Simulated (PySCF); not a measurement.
**Working out the ionisation energy of Pd**

Pd [Kr] 4d10 (1S) → Pd⁺ [Kr] 4d9 (2D). Calculation: PySCF 2.14, in def2-TZVP with the def2 core potential (28 electrons) (6s4p3d1f, 40 functions); a scalar-relativistic core potential. Frozen: 4s2 4p6. Energies in hartree (1 hartree = 27.21139 eV):

| part | Pd (lower) | Pd⁺ (upper) |
| --- | --- | --- |
| UHF | -127.030194 | -126.799387 |
| MP2 opposite-spin | -0.170732 | -0.130138 |
| MP2 same-spin | -0.097250 | -0.075332 |

Question: What does Hartree-Fock give?

Answer: (-126.799387) − (-127.030194) = 0.230807 hartree = 6.281 eV.

Question: What do MP2 and SCS-MP2 (6/5 opposite-spin, 1/3 same-spin) give?

Answer: The opposite-spin parts differ by 1.105 eV and the same-spin parts by 0.596 eV. MP2: 6.281 + (1.105) + (0.596) = 7.982 eV. SCS-MP2: 6.281 + 1.2 × (1.105) + (0.596)/3 = 7.806 eV.

Measured between the centres of the two terms (NIST): 8.512 eV, so MP2 (valence) is off by -0.530 eV.

What remains against the reference includes basis incompleteness, the frozen core and correlation beyond second order.
